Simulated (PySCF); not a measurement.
A structure optimised at B3LYP-D3(BJ)/def2-SVP, used in a PySCF frequency run:

```xyz
6

O     -0.3222     1.3844     0.0000
S      0.4434     0.1205     0.0000
O     -0.1521    -0.7609     1.2732
O     -0.1521    -0.7609    -1.2732
H     -1.0418    -0.4141     1.4798
H     -1.0418    -0.4141    -1.4798
```

Q: Write its SMILES, formula and point group.

A: O=S(O)O, H2O3S, Cs

Q: What are its rotational constants (standard atomic weights)?

A: 8.3077, 7.5312, 4.7543 GHz
